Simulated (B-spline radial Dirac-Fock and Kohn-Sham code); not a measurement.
Dipole and non-dipole photoemission parameters of Rh³⁺ 4d5/2

System: the Rh³⁺ ion, [Kr] 4d6; threshold 45.46 eV (orbital energy of the model). Calculated with a B-spline atomic structure program, using Dirac-Hartree-Slater photoionisation with a Latter tail; cross sections with all multipoles, angular parameters from the dipole term and its interference with E2.

```csv
hν (eV),σ (kb),β,γ,δ
58.9,3930,1.142,-0.039,-0.001
74,880,1.790,-0.089,0.004
83,370,1.980,-0.112,0.009
92.7,166,1.493,-0.078,0.013
98.3,122,0.709,-0.007,0.010
98.8,120,0.630,0.001,0.010
100,116,0.441,0.020,0.008
132,178,-0.509,0.146,-0.018
135,?,?,?,?
170,256,0.226,0.068,-0.015
257,233,0.834,-0.007,-0.005
600,63.0,1.284,0.031,0.019
709,43.7,1.307,0.072,0.024
978,20.3,1.312,0.180,0.035
997,19.3,1.310,0.188,0.036
1486.9,6.63,1.252,0.371,0.054
2510,1.38,1.106,0.666,0.093
2530,1.35,1.104,0.671,0.094
3440,0.494,0.996,0.860,0.130
4000,0.296,0.940,0.952,0.152
4220,0.246,0.920,0.984,0.160
5414.7,0.101,0.825,1.128,0.207
6000,0.0697,0.786,1.184,0.230
8047.8,0.0233,0.678,1.333,0.304
8660,0.0176,0.652,1.368,0.326
8930,0.0156,0.642,1.382,0.335
9251.7,0.0136,0.629,1.398,0.346
10900,0.00719,0.573,1.473,0.400
13700,0.00289,0.497,1.565,0.489
13900,0.00272,0.492,1.570,0.495
```

Problem. Give the values at 135 eV.

Solution. σ = 188 kb, β = -0.432, γ = 0.139, δ = -0.019.
